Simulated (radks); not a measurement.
The nuclear charge of the selenium ion Se+ is varied continuously with 33 electrons held in [Ar] 3d10 4s2 4p3. Method: scalar-relativistic Kohn-Sham, PBE, spin-polarised, spherical densities, finite nucleus; open shells are filled with parallel spins first; Fermi nuclear charge, rms radius 4.14 fm; computed with a radial shooting solver on a logarithmic mesh with Libxc functionals. By the Hellmann-Feynman theorem dE/dZ = E(electron-nucleus)/Z, the electronic potential at the nucleus (averaged over a nucleus of fixed radius). The scalar-relativistic energy here is not variational (the density holds large components alone), so the two differ by a part that grows with Z.

Z      E (hartree)  E(electron-nucleus)/Z (hartree)  HOMO  e(HOMO) (eV)  <r> HOMO (bohr)
33.5   -2344.38924                         -168.535    4p       -10.814            2.276
33.75  -2386.79427                         -170.227    4p       -13.527            2.182
34     -2429.62373                         -171.917    4p       -16.404            2.099
34.25  -2472.87742                         -173.607    4p       -19.439            2.025
34.5   -2516.55522                         -175.297    4p       -22.625            1.958
34.75  -2560.65707                         -176.986    4p       -25.959            1.897
35     -2605.18296                         -178.675    4p       -29.436            1.841

The central difference of E at Z = 34 is -172.166 hartree, to compare with the third column; the second derivative is -6.79 hartree.
